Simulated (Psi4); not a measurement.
Br (SMILES [Br+]), charge +1, triplet; R2SCAN/def2-TZVP (Psi4).

Input for Psi4:
```
memory 2 GB

molecule {
1 3
  Br    0.00000000    0.00000000    0.00000000
}

set basis def2-tzvp
set reference uks

energy('r2scan')
print_variables()
```

The log (banner, timings and long lists left out):

```
   => Loading Basis Set <=

    Name: DEF2-TZVP
    Role: ORBITAL
    Keyword: BASIS

         ---------------------------------------------------------
                                   SCF
               by Justin Turney, Rob Parrish, Andy Simmonett
                          and Daniel G. A. Smith
                              UKS Reference
         ---------------------------------------------------------

  ==> Geometry <==

    Molecular point group: d2h
    Geometry (in Angstrom), charge = 1, multiplicity = 3:

       Center              X                  Y                   Z               Mass
    ------------   -----------------  -----------------  -----------------  -----------------
         BR           0.000000000000     0.000000000000     0.000000000000    78.918337600000

  Running in d2h symmetry.

  Rotational constants: A = ************  B = ************  C = ************ [cm^-1]
  Rotational constants: A = ************  B = ************  C = ************ [MHz]
  Nuclear repulsion =    0.000000000000000

  Charge       = 1
  Multiplicity = 3
  Electrons    = 34
  Nalpha       = 18
  Nbeta        = 16

  ==> Algorithm <==

  SCF Algorithm Type is DF.
  DIIS enabled.
  MOM disabled.
  Fractional occupation disabled.
  Guess Type is CORE.
  Energy threshold   = 1.00e-06
  Density threshold  = 1.00e-06
  Integral threshold = 1.00e-12

  ==> Primary Basis <==

  Basis Set: DEF2-TZVP
    Blend: DEF2-TZVP
    Number of shells: 16
    Number of basis functions: 48
    Number of Cartesian functions: 55
    Spherical Harmonics?: true
    Max angular momentum: 3

  ==> DFT Potential <==

   => LibXC <=

    Version 7.1.2
    S. Lehtola, C. Steigemann, M. J. T. Oliveira, and M. A. L. Marques,  SoftwareX 7, 1–5 (2018) (10.1016/j.softx.2017.11.002)

   => Composite Functional: R2SCAN <=

    r2SCAN Meta-GGA XC Functional  (0.1021/acs.jpclett.0c02405)
    J. W. Furness, A. D. Kaplan, J. Ning, J. P. Perdew, J. Sun  J. Phys. Chem. Lett.  11, 8208–8215, 2020

    Deriv               =              1
    GGA                 =           TRUE
    Meta                =           TRUE

    Exchange Hybrid     =          FALSE
    MP2 Hybrid          =          FALSE

   => Exchange Functionals <=

    1.0000   XC_MGGA_X_R2SCAN

   => Correlation Functionals <=

    1.0000   XC_MGGA_C_R2SCAN

   => LibXC Density Thresholds  <==

    XC_MGGA_C_R2SCAN:  1.00E-15
    XC_MGGA_X_R2SCAN:  1.00E-11

   => Molecular Quadrature <=

    Radial Scheme          =       TREUTLER
    Pruning Scheme         =           NONE
    Nuclear Scheme         =       TREUTLER

    Blocking Scheme        =         OCTREE
    BS radius alpha        =              1
    Pruning alpha          =              1
    Radial Points          =             75
    Spherical Points       =            302
    Total Points           =          20084
    Total Blocks           =            208
    Max Points             =            256
    Max Functions          =             48
    Weights Tolerance      =       1.00E-15

   => Loading Basis Set <=

    Name: (DEF2-TZVP AUX)
    Role: JKFIT
    Keyword: DF_BASIS_SCF

  ==> Integral Setup <==

  SCF_SUBTYPE=INCORE selected. In-core MEM_DF algorithm will be used.
  Using in-core AOs.

  ==> MemDFJK: Density-Fitted J/K Matrices <==

    J tasked:                   Yes
    K tasked:                    No
    wK tasked:                   No
    Algorithm:                 Core
    Schwarz Cutoff:           1E-12
    Mask sparsity (%):       0.0000
    Fitting Condition:        1E-10

   => Auxiliary Basis Set <=

  Basis Set: (DEF2-TZVP AUX)
    Blend: DEF2-UNIVERSAL-JKFIT
    Number of shells: 60
    Number of basis functions: 266
    Number of Cartesian functions: 371
    Spherical Harmonics?: true
    Max angular momentum: 5

  Minimum eigenvalue in the overlap matrix is 2.5731770412E-02.
  Reciprocal condition number of the overlap matrix is 8.5336494999E-03.
    Using symmetric orthogonalization.

  ==> Pre-Iterations <==

  SCF Guess: Core (One-Electron) Hamiltonian.

   -------------------------------------------------------
    Irrep   Nso     Nmo     Nalpha   Nbeta   Ndocc  Nsocc
   -------------------------------------------------------
     Ag        14      14       6       6       6       0
     B1g        4       4       2       1       1       1
     B2g        4       4       2       1       1       1
     B3g        4       4       2       2       2       0
     Au         1       1       0       0       0       0
     B1u        7       7       2       2       2       0
     B2u        7       7       2       2       2       0
     B3u        7       7       2       2       2       0
   -------------------------------------------------------
    Total      48      48      18      16      16       2
   -------------------------------------------------------

  ==> Iterations <==

                           Total Energy        Delta E     RMS |[F,P]|

    Occupation by irrep:
             Ag   B1g   B2g   B3g    Au   B1u   B2u   B3u
    DOCC [     5,    1,    0,    1,    0,    3,    3,    3 ]
    SOCC [     1,    0,    1,    0,    0,    0,    0,    0 ]
    NA   [     6,    1,    1,    1,    0,    3,    3,    3 ]
    NB   [     5,    1,    0,    1,    0,    3,    3,    3 ]

   @DF-UKS iter   1: -2534.88837232965216   -2.53489e+03   5.05043e-01 ADIIS
    Occupation by irrep:
             Ag   B1g   B2g   B3g    Au   B1u   B2u   B3u
    DOCC [     6,    1,    1,    1,    0,    3,    2,    2 ]
    SOCC [     0,    0,    0,    0,    0,    0,    1,    1 ]
    NA   [     6,    1,    1,    1,    0,    3,    3,    3 ]
    NB   [     6,    1,    1,    1,    0,    3,    2,    2 ]

   @DF-UKS iter   2: -2480.54745403283778    5.43409e+01   9.93636e-01 ADIIS
   @DF-UKS iter   3: -2573.48527641129613   -9.29378e+01   4.78163e-02 ADIIS/DIIS
   @DF-UKS iter   4: -2573.64525767631812   -1.59981e-01   7.88385e-03 ADIIS/DIIS
   @DF-UKS iter   5: -2573.65752449382489   -1.22668e-02   1.36393e-03 ADIIS/DIIS
   @DF-UKS iter   6: -2573.65776629186257   -2.41798e-04   1.20102e-04 ADIIS/DIIS
   @DF-UKS iter   7: -2573.65776898207696   -2.69021e-06   1.52235e-05 DIIS
   @DF-UKS iter   8: -2573.65776902085327   -3.87763e-08   9.60558e-07 DIIS
  Energy and wave function converged.

  ==> Post-Iterations <==

   Electrons on quadrature grid:
      Nalpha   =   17.9999999176 ; deviation = -8.240e-08
      Nbeta    =   15.9999999176 ; deviation = -8.237e-08
      Ntotal   =   33.9999998352 ; deviation = -1.648e-07

   @Spin Contamination Metric:   4.361152683E-03
   @S^2 Expected:                2.000000000E+00
   @S^2 Observed:                2.004361153E+00
   @S   Expected:                1.000000000E+00
   @S   Observed:                1.000000000E+00

    Orbital Energies [Eh]
    ---------------------

    Alpha Occupied:

[...]
    Alpha Virtual:

[...]
    Beta Occupied:

[...]
       3B1u   -0.621091

    Beta Virtual:

[...]
    Final Occupation by Irrep:
             Ag   B1g   B2g   B3g    Au   B1u   B2u   B3u
    DOCC [     6,    1,    1,    1,    0,    3,    2,    2 ]
    SOCC [     0,    0,    0,    0,    0,    0,    1,    1 ]
    NA   [     6,    1,    1,    1,    0,    3,    3,    3 ]
    NB   [     6,    1,    1,    1,    0,    3,    2,    2 ]

  @DF-UKS Final Energy: -2573.65776902085327

   => Energetics <=

    Nuclear Repulsion Energy =              0.0000000000000000
    One-Electron Energy =               -3567.2037814326486114
    Two-Electron Energy =                1084.5234239282374347
    DFT Exchange-Correlation Energy =     -90.9774115164419328
    Empirical Dispersion Energy =           0.0000000000000000
    VV10 Nonlocal Energy =                  0.0000000000000000
    Total Energy =                      -2573.6577690208532658

  UHF NO Occupations:
  HONO-2 :    6 Ag 1.9982465
  HONO-1 :    3B3u 1.0000000
  HONO-0 :    3B2u 1.0000000
  LUNO+0 :    7 Ag 0.0017535
  LUNO+1 :    4B1u 0.0003530
  LUNO+2 :    8 Ag 0.0000308
  LUNO+3 :    2B1g 0.0000308

Computation Completed

Properties will be evaluated at   0.000000,   0.000000,   0.000000 [a0]

Properties computed using the SCF density matrix

 Multipole Moments:

 ------------------------------------------------------------------------------------
     Multipole            Electronic (a.u.)      Nuclear  (a.u.)        Total (a.u.)
 ------------------------------------------------------------------------------------

 L = 1.  Multiply by 2.5417464519 to convert [e a0] to [Debye]
 Dipole X            :          0.0000000            0.0000000            0.0000000
 Dipole Y            :          0.0000000            0.0000000            0.0000000
 Dipole Z            :          0.0000000            0.0000000            0.0000000
 Magnitude           :                                                    0.0000000

 ------------------------------------------------------------------------------------

  Variable Map:
  ----------------------------------------------------------------------------
[...]
  Array Variable Map:
  ----------------------------------------------------------------------------
[...]
[...]
```
